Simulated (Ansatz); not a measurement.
`O[SiH]1CCO1` + `[CH3][GeH]([NH2])[SH]` → `S[SiH]1CCO1` + `[CH3][GeH]([NH2])[OH]`  (redistribution)

Calculated with Ansatz (gas phase, PBE0-D4/def2-TZVP geometries, no zero-point term in ΔE). CBS: MP2 limit from def2 TZ/QZ plus the TZ coupled-cluster correction, frozen cores. Functionals use def2-TZVPP. B3LYP here is the variant with VWN-RPA as its local correlation; programs differ in this. For Ge outer-core shells are correlated without core-valence functions, which leaves a few kJ/mol of doubt a bond. Scalar relativity is left out up to krypton. Each species was taken in one conformer, which may not be the lowest.

`O[SiH]1CCO1`:

```xyz
11

O     2.019   -1.184   -0.169
Si    0.869   -0.286    0.564
C    -0.935   -0.447    0.092
C    -0.755    1.025   -0.332
O     0.652    1.241   -0.057
H     2.022   -1.214   -1.128
H     1.253   -0.339    1.992
H    -1.652   -0.603    0.898
H    -1.172   -1.122   -0.731
H    -1.353    1.720    0.261
H    -0.949    1.208   -1.392
```

`[CH3][GeH]([NH2])[SH]`:

Z-matrix (Å, degrees):
```
C
Ge 1 1.942
H 1 1.090 2 109.3
H 1 1.092 2 110.5 3 -120.1
H 1 1.090 2 110.2 3 119.8
N 2 1.834 1 107.2 3 55.5
S 2 2.230 1 112.6 3 -57.3
H 2 1.549 1 111.4 3 -177.0
H 6 1.010 2 114.8 1 178.8
H 6 1.011 2 115.0 1 50.7
H 7 1.342 2 93.9 1 -100.2
```

`S[SiH]1CCO1`:

Cartesian coordinates in Å:
```
S -0.775 -1.290 2.168
Si -0.648 -0.597 0.160
C 0.029 1.128 -0.081
C 1.155 0.374 -0.820
O 0.726 -1.004 -0.686
H -1.748 -2.175 1.901
H -1.902 -1.024 -0.509
H 0.352 1.659 0.814
H -0.553 1.802 -0.709
H 2.138 0.496 -0.358
H 1.226 0.631 -1.880
```

`[CH3][GeH]([NH2])[OH]`:

Z-matrix (Å, degrees):
```
C
Ge 1 1.942
H 1 1.091 2 109.8
H 1 1.092 2 110.9 3 120.0
H 1 1.091 2 109.9 3 -119.5
N 2 1.836 1 107.4 3 169.9
O 2 1.782 1 111.6 3 54.2
H 2 1.541 1 113.5 3 -61.5
H 6 1.010 2 116.2 1 162.3
H 6 1.010 2 115.4 1 32.5
H 7 0.961 2 110.4 1 80.0
```

```csv
level,ΔE (kcal/mol),difference from CCSD(T)/CBS
r2SCAN-D4,13.9,-0.1
PBE0-D4,13.7,-0.3
B3LYP-D4,14.4,0.4
ωB97X-V,13.7,-0.3
ωB97M-V,14.3,0.3
B3LYP,14.4,0.4
MP2/def2-TZVPP,14.2,0.2
SCS-MP2/def2-QZVPP,14.1,0.1
HF/CBS(def2),15.6,1.6
CCSD/CBS(def2),14.3,0.3
CCSD(T)/CBS,14.0,0
```

Largest T1 diagnostic among the species: 0.012.

From PBE to PBE0 (25 % exact exchange), in def2-TZVPP and without D4, ΔE moves by +0.8 kcal/mol. In def2-TZVPP, CCSD(T) changes the Hartree–Fock value by −1.5 kcal/mol (the triples alone add −0.4 kcal/mol) and MP2 by −1.3 kcal/mol.
